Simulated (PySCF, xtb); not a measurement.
GeH, SMILES [GeH] (connectivity only; charge and spin as stated), charge +1, multiplicity 1.

GFN2-xTB run with xtb 6.7.1 at its own geometry gives an orbital gap of 2.21 eV.

Geometry optimised at PBE-D3(BJ)/def2-TZVPD. The multiplicity is an assumed one; other spin states were not compared.

Question: What does HF/def2-TZVPD run with PySCF give? (An estimate is asked for; the answer gives what the named calculation found.)

Answer: gap 10.74 eV (levels -17.54 and -6.80 eV).
